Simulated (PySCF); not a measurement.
PySCF input (BP86/6-31G* (5d)):

```python
from pyscf import gto, dft

mol = gto.M(
    atom='''
    C     1.96671800    1.33625500   -0.10266100
    C     0.67226100    1.05137200    0.07329700
    B     0.06283600   -0.37103800   -0.07869600
    C     0.92942500   -1.62546800   -0.45992000
    C    -1.46269900   -0.60006400    0.14812500
    C    -2.34504400    0.34948800    0.47654800
    H     2.36276000    2.34008800    0.01059800
    H     2.68782300    0.57203600   -0.36891600
    H     0.03007800    1.88845100    0.33893800
    H     1.99328500   -1.44854000   -0.61496100
    H     0.82526900   -2.39366200    0.31556600
    H     0.52843700   -2.08631800   -1.37051100
    H    -1.85696200   -1.60940600    0.03354800
    H    -3.39934300    0.13949400    0.62387800
    H    -2.04949300    1.38354700    0.61300900
    ''',
    basis='6-31g*',
    charge=0,
    spin=0,
    verbose=4,
)

mf = dft.RKS(mol, xc='bp86')
mf.grids.level = 3
mf.conv_tol = 1e-9
mf.max_cycle = 100
mf.max_memory = 1500
mf.kernel()
if not mf.converged:
    mf = mf.newton()
    mf.kernel(mf.make_rdm1())
mf.dip_moment()
```

Output:

```
PySCF version 2.14.0

[INPUT] verbose = 4
[INPUT] num. atoms = 15
[INPUT] num. electrons = 44
[INPUT] charge = 0
[INPUT] spin (= nelec alpha-beta = 2S) = 0
[INPUT] symmetry False subgroup None
[INPUT] Mole.unit = angstrom
[INPUT] Symbol           X                Y                Z      unit          X                Y                Z       unit  Magmom
[INPUT]  1 C      1.966718000000   1.336255000000  -0.102661000000 AA    3.716558384252   2.525155982581  -0.194001173674 Bohr   0.0
[INPUT]  2 C      0.672261000000   1.051372000000   0.073297000000 AA    1.270389174226   1.986805135036   0.138511255752 Bohr   0.0
[INPUT]  3 B      0.062836000000  -0.371038000000  -0.078696000000 AA    0.118742830763  -0.701160201806  -0.148713887099 Bohr   0.0
[INPUT]  4 C      0.929425000000  -1.625468000000  -0.459920000000 AA    1.756358703324  -3.071689344245  -0.869122839210 Bohr   0.0
[INPUT]  5 C     -1.462699000000  -0.600064000000   0.148125000000 AA   -2.764100512675  -1.133956617211   0.279915682201 Bohr   0.0
[INPUT]  6 C     -2.345044000000   0.349488000000   0.476548000000 AA   -4.431490910055   0.660436603822   0.900545205209 Bohr   0.0
[INPUT]  7 H      2.362760000000   2.340088000000   0.010598000000 AA    4.464969298077   4.422125427381   0.020027317468 Bohr   0.0
[INPUT]  8 H      2.687823000000   0.572036000000  -0.368916000000 AA    5.079249341307   1.080991373392  -0.697150202970 Bohr   0.0
[INPUT]  9 H      0.030078000000   1.888451000000   0.338938000000 AA    0.056839182375   3.568655189661   0.640499993208 Bohr   0.0
[INPUT] 10 H      1.993285000000  -1.448540000000  -0.614961000000 AA    3.766762738204  -2.737343880477  -1.162107867289 Bohr   0.0
[INPUT] 11 H      0.825269000000  -2.393662000000   0.315566000000 AA    1.559532389094  -4.523365614779   0.596333314224 Bohr   0.0
[INPUT] 12 H      0.528437000000  -2.086318000000  -1.370511000000 AA    0.998601204087  -3.942569628750  -2.589890440704 Bohr   0.0
[INPUT] 13 H     -1.856962000000  -1.609406000000   0.033548000000 AA   -3.509149603725  -3.041336563232   0.063396532027 Bohr   0.0
[INPUT] 14 H     -3.399343000000   0.139494000000   0.623878000000 AA   -6.423827273457   0.263605456020   1.178958555141 Bohr   0.0
[INPUT] 15 H     -2.049493000000   1.383547000000   0.613009000000 AA   -3.872980464213   2.614524910464   1.158419121894 Bohr   0.0

nuclear repulsion = 194.635311610377
number of shells = 54
number of NR pGTOs = 198
number of NR cGTOs = 102
basis = 6-31g*
ecp = {}

******** <class 'pyscf.dft.rks.RKS'> ********
method = RKS
initial guess = minao
damping factor = 0
level_shift factor = 0
DIIS = <class 'pyscf.scf.diis.CDIIS'>
diis_start_cycle = 1
diis_space = 8
diis_damp = 0
SCF conv_tol = 1e-09
SCF conv_tol_grad = None
SCF max_cycles = 100
direct_scf = True
direct_scf_tol = 1e-13
XC library pyscf.dft.libxc version 7.1.2
    S. Lehtola, C. Steigemann, M. J. T. Oliveira, and M. A. L. Marques,  SoftwareX 7, 1–5 (2018)
XC functionals = bp86
    A. D. Becke,  Phys. Rev. A 38, 3098 (1988)
    J. P. Perdew,  Phys. Rev. B 33, 8822 (1986)
    J. P. Perdew,  Phys. Rev. B 34, 7406–7406 (1986)
radial grids:
    Treutler-Ahlrichs [JCP 102, 346 (1995); DOI:10.1063/1.469408] (M4) radial grids

becke partition: Becke, JCP 88, 2547 (1988); DOI:10.1063/1.454033
pruning grids: <function nwchem_prune>
grids dens level: 3
symmetrized grids: False
atomic radii adjust function: <function treutler_atomic_radii_adjust>
small_rho_cutoff = 0
Set gradient conv threshold to 3.16228e-05
Initial guess from minao.
tot grids = 172912
init E= -220.936176667587
  HOMO = -0.326884659977184  LUMO = -0.173948218544437  gap/eV = 4.16161
cycle= 1 E= -220.61133167564  delta_E= 0.325  |g|= 0.659  |ddm|= 3.54
  HOMO = -0.135583917796086  LUMO = -0.0123115196815746  gap/eV = 3.35441
cycle= 2 E= -220.463255609338  delta_E= 0.148  |g|= 0.956  |ddm|= 1.89
  HOMO = -0.230244304367779  LUMO = -0.0868165800818486  gap/eV = 3.90287
cycle= 3 E= -220.713531748315  delta_E= -0.25  |g|= 0.279  |ddm|= 1.33
  HOMO = -0.236394475176042  LUMO = -0.0904962622945922  gap/eV = 3.97009
cycle= 4 E= -220.736913333083  delta_E= -0.0234  |g|= 0.0225  |ddm|= 0.252
  HOMO = -0.236106097731095  LUMO = -0.0909426649618679  gap/eV = 3.95010
cycle= 5 E= -220.73702777038  delta_E= -0.000114  |g|= 0.00966  |ddm|= 0.0326
  HOMO = -0.235404106445099  LUMO = -0.0903235794301431  gap/eV = 3.94784
cycle= 6 E= -220.73705141931  delta_E= -2.36e-05  |g|= 0.00261  |ddm|= 0.0125
  HOMO = -0.235607893753528  LUMO = -0.0904043068654712  gap/eV = 3.95119
cycle= 7 E= -220.73705335003  delta_E= -1.93e-06  |g|= 0.00067  |ddm|= 0.00348
  HOMO = -0.235632187322802  LUMO = -0.0904598364073168  gap/eV = 3.95034
cycle= 8 E= -220.73705343381  delta_E= -8.38e-08  |g|= 0.000378  |ddm|= 0.00095
  HOMO = -0.235639895601891  LUMO = -0.0904714045126638  gap/eV = 3.95024
cycle= 9 E= -220.73705345942  delta_E= -2.56e-08  |g|= 0.000132  |ddm|= 0.000409
  HOMO = -0.235641588230815  LUMO = -0.090468954158009  gap/eV = 3.95035
cycle= 10 E= -220.737053464381  delta_E= -4.96e-09  |g|= 1.73e-05  |ddm|= 0.000138
  HOMO = -0.235643582805372  LUMO = -0.0904705712140568  gap/eV = 3.95036
cycle= 11 E= -220.737053464435  delta_E= -5.42e-11  |g|= 1.06e-05  |ddm|= 3.58e-05
  HOMO = -0.235641868592006  LUMO = -0.0904699120946368  gap/eV = 3.95033
Extra cycle  E= -220.737053464391  delta_E= 4.42e-11  |g|= 1.62e-05  |ddm|= 3.24e-05
converged SCF energy = -220.737053464391
Dipole moment(X, Y, Z, Debye): -0.16872,  0.29884,  0.08418
```

The geometry given is a B3LYP-D3(BJ)/def2-TZVP minimum.
